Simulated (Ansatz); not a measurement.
Born–Oppenheimer molecular dynamics of FGe$_{2}$H$_{7}$S (11 atoms, charge 0, multiplicity 1). It starts at the highest image of a converged band. Of that band: Neighbouring images differ by up to 1.7 eV, so the band resolves the path poorly. A vibrational analysis at the climbing image gives one clearly imaginary mode, 394i cm⁻¹: a first-order saddle point.

Computed with RHF/def2-SVP in Ansatz.

```
ensemble                      : NVE (velocity Verlet)
time step                     : 0.5 fs
steps asked                   : 200
starting velocities drawn for : 300 K
seed                          : 8113
```

First frame:

```xyz
11
Properties=species:S:1:pos:R:3
Ge -0.030 -0.218 -0.111
F 0.153 -0.097 1.944
H 1.312 0.212 -0.683
H -0.889 1.042 0.103
Ge -1.363 -1.988 -1.160
H -2.088 -2.749 -0.048
H -2.398 -1.337 -2.090
H -0.441 -2.914 -1.948
S 1.470 -2.287 1.088
H 0.500 -3.164 1.373
H 0.739 -0.924 2.007
```

(1) How far do the bonds stretch over the last three quarters of this one trajectory? (Pairs bonded in most of those frames.)

Answers

(1) 
```tsv
bond	mean (Å)	spread (Å)	shortest	longest
Ge1–F2	1.869	0.155	1.59	2.07
Ge1–H3	1.530	0.032	1.48	1.58
Ge1–H4	1.541	0.019	1.50	1.58
Ge1–Ge5	2.477	0.020	2.45	2.51
Ge5–H6	1.535	0.010	1.51	1.55
Ge5–H7	1.539	0.020	1.51	1.57
Ge5–H8	1.531	0.009	1.51	1.55
S9–H10	1.337	0.037	1.28	1.39
S9–H11	1.469	0.199	1.19	1.80
```

Pairs bonded in part of these frames only: F2–H11 21 %, S9–H11 79 %.

Mean temperature of the second half: 1125 K. The conserved energy stayed within 0.45 meV per atom of its start (net change -0.34 meV per atom), so the integration is sound. The kinetic energy rose, since the run started high on the potential surface and went downhill. It ends in pieces (FGe2H5 + H2S), so much of that is their flight and rotation, not heat. A run of 0.1 ps of so small a system gives no equilibrium averages. The orbitals stay closed-shell, which can raise the energy where a bond breaks towards radicals; this wasn't checked here.

Run time: 3.5 min on 4 threads of Intel(R) Xeon(R) 6975P-C (Granite Rapids), with other jobs on the host, peak memory 0.4 GiB.
